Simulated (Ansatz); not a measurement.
`C[Si](C)(F)C#N` → acetonitrile + `C[Si]F` at 500 K and 1 bar (silylene formation by 1,1-elimination).

Computed with Ansatz on PBE0-D4/def2-TZVP structures; ΔE is electronic, products minus reactants. CCSD(T)/CBS adds triple-zeta CCSD(T) − MP2 to the extrapolated MP2 energy (def2 sets, frozen cores). This one scheme is used for every species.

| species | CCSD(T)/CBS energy (Eh) | H − E (kJ/mol) | S (J/(mol·K)) |
| --- | --- | --- | --- |
| `C[Si](C)(F)C#N` | -561.44132 | 279.0 | 446.3 |
| `CC#N` | -132.59492 | 143.3 | 273.0 |
| `C[Si]F` | -428.74649 | 127.8 | 324.5 |

H − E and S are ideal-gas, rigid-rotor, harmonic terms from PBE0-D4/def2-TZVP. 1 Eh = 2625.50 kJ/mol, R = 8.31446 J/(mol·K).

**Question.** By hand: ΔE, ΔH, ΔS and ΔG.

**Answer.** ΔE = (-132.59492) + (-428.74649) − (-561.44132) = 0.09991 Eh = 262.3 kJ/mol. Δ(H − E) = 143.3 + 127.8 − 279.0 = -7.9, so ΔH = 254.4 kJ/mol. ΔS = 273.0 + 324.5 − 446.3 = 151.2 J/(mol·K). ΔG = 254.4 − 500 × (151.2)/1000 = 178.8 kJ/mol.

**Question.** By hand: the equilibrium constant, and the temperature at which ΔG would vanish if ΔH and ΔS stayed fixed.

**Answer.** log₁₀ K = −ΔG/(RT ln 10) = -18.7. ΔG = 0 at ΔH/ΔS = 1683 K.

The number of gas molecules changes by +1, which sets the sign of ΔS. A doubt of 5 kJ/mol in ΔE shifts log₁₀ K by 0.5 here. These are equilibria of isolated gas molecules and say nothing of rates. Largest T1 diagnostic: 0.014 (customary marks: 0.02 for closed shells, 0.045 for open ones).
